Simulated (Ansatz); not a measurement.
A nudged elastic band was laid between two geometries of C3H7AlOSi (13 atoms, charge 0, multiplicity 1).

All numbers below come from RKS B3LYP-D4/6-31G in Ansatz 0.2.0.

* movable images: 2
* climbing image: yes
* spring: 5.0 eV/Å²
* optimiser: quadratic models (default)
* start path: IDPP
* force threshold: 0.03 eV/Å
* iteration limit: 60
* end points: relaxed

First end point:

```xyz
13
Properties=species:S:1:pos:R:3
C -2.031 -1.120 1.024
C -1.696 0.133 0.647
Al 0.048 0.547 -0.142
Si 1.806 -1.126 -0.514
C 0.536 2.452 -0.678
O 1.696 2.699 -1.070
H -1.350 -1.963 0.909
H -2.998 -1.367 1.464
H -2.442 0.918 0.800
H 3.009 -0.854 0.351
H 2.278 -1.122 -1.944
H 1.353 -2.530 -0.203
H -0.190 3.297 -0.630
```

Last end point:

```xyz
13
Properties=species:S:1:pos:R:3
C -2.089 -1.147 0.863
C -1.728 0.118 0.557
Al 0.063 0.553 -0.104
Si 1.831 -1.114 -0.448
C 0.581 2.474 -0.549
O 1.737 2.717 -0.957
H -3.082 -1.406 1.233
H -1.405 -1.988 0.757
H -2.480 0.900 0.694
H 3.040 -0.815 0.400
H 2.291 -1.140 -1.882
H 1.389 -2.515 -0.104
H -0.126 3.330 -0.445
```

Problem. Which bonds break or form, and what moves?

Solution. No bond is made or broken. The dihedral H7–C1–C2–Al3 goes from 0 to 180°.

Problem. What energy profile does the band end with?

Solution. The run converged. The highest image is number 2 of 0 to 3, 2.65 eV above the ends, which have the same energy within 2 meV. The dihedral H7–C1–C2–Al3 jumps by 93° between images 2 and 3, so the path isn't resolved there. Neighbouring images differ by up to 2.6 eV, so the band resolves the path poorly. Another band between the same ends (5 images) ends at a top of the same energy, where a vibrational analysis finds 1 clearly imaginary mode. So few images can step over the top or miss a turn of the path. Limits of this set-up: no polarisation functions.

```csv
image,path coordinate (Å),energy (eV),dihedral H7–C1–C2–Al3 (°)
0,0.00,0.00,0
1,1.42,0.24,-26
2,2.85,2.65,-87
3,5.22,0.00,180
```

Problem. What is the geometry of the highest image?

Solution. 
```xyz
13
Properties=species:S:1:pos:R:3:forces:R:3
C -2.035 -1.000 0.456 0.00 0.02 -0.01
C -1.663 0.258 0.119 -0.01 -0.02 0.01
Al 0.256 0.436 -0.137 0.00 0.01 0.00
Si 2.004 -1.258 0.088 0.00 0.00 0.00
C 0.227 2.409 -0.602 -0.01 0.00 0.01
O 1.207 3.111 -0.877 0.01 0.00 0.00
H -2.257 -1.786 -0.281 0.00 0.00 0.00
H -2.063 -1.367 1.493 0.00 0.00 0.00
H -2.041 1.253 -0.077 0.00 0.00 0.00
H 2.970 -0.933 1.196 0.00 0.00 0.00
H 2.809 -1.416 -1.174 0.00 0.00 0.00
H 1.407 -2.606 0.405 0.00 0.00 0.00
H -0.800 2.864 -0.594 0.00 0.00 0.00
```

Time of the run: 5.3 min on 1 thread of Arm Neoverse V2 (shared host), peak memory 0.26 GiB.
